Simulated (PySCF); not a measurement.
Au₂H₈S₂Si₄, SMILES [Au][S][SiH2][SiH2][SiH2][SiH2][S][Au], multiplicity 1.

Coordinates come from a PBE0-D3(BJ)/def2-SVP optimisation. The multiplicity is an assumed one; other spin states were not compared. The def2 effective core potentials stand for the cores of Au; spin–orbit coupling is left out. Other conformers were not sampled.

Level of theory: ωB97X/def2-SVP (PySCF).

Isolated molecule, no solvent.

- total energy = -2230.11167 hartree
- point group = C2
- highest occupied level = -8.99 eV
- lowest empty level = -1.40 eV
- orbital gap = 7.59 eV
- dipole moment = 0.001 e·Å
- quadrupole, principal values (traceless, Buckingham form, about the centre of nuclear charge) = -43.93, -30.85, 74.77 D·Å
- mean static polarisability = 230.2 bohr³ (34.11 Å³)
- polarisability, principal values = 143.3, 163.4, 383.9 bohr³
